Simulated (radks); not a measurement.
The boron ion B2+ inside a hard spherical wall (all orbitals vanish at R), configuration held at [He] 2s1 and not refilled when levels cross. Method: non-relativistic Kohn-Sham, r2SCAN, spin-polarised, spherical densities, point nucleus; open shells are filled with parallel spins first; meta-GGA in the generalised Kohn-Sham scheme; computed with a radial shooting solver on a logarithmic mesh with Libxc functionals. Eigenvalues in eV for spin up, with the zero of energy where the potential of the charges vanishes at infinity; a dash marks a level that is unbound or too diffuse for the functional's potential to be trusted. A positive occupied level is held by the wall or, in an anion where self-interaction has pushed it up, behind a barrier. The pressure on the wall is -dE/dV.

R (bohr)  E (hartree)  kinetic (hartree)    e(1s)    e(2s)  e(2p, empty)  e(3s, empty)  pressure (GPa)
free        -23.42467             23.377  -214.29  -32.909       -26.027             -               0
15          -23.42467             23.377  -214.29  -32.909       -26.027             -        < 0.0001
12          -23.42467             23.377  -214.29  -32.909       -26.027             -        < 0.0001
8           -23.42467             23.377  -214.29  -32.909       -26.027        -8.265        < 0.0001
6           -23.42461             23.378  -214.28  -32.905       -26.020        -6.804          0.0108
5           -23.42384             23.386  -214.24  -32.867       -25.962        -3.895           0.194
4           -23.41541             23.453  -213.89  -32.525       -25.531         4.759            3.14
3.5         -23.39591             23.571  -213.34  -31.827       -24.761        14.492            12.2
2.5         -23.17828             24.430  -210.13  -24.995       -18.618        66.343             195
2           -22.70553             25.803  -206.26  -11.055        -8.021        137.87             923
1.5         -21.15176             29.456  -198.66   33.228        21.143        311.38            5800
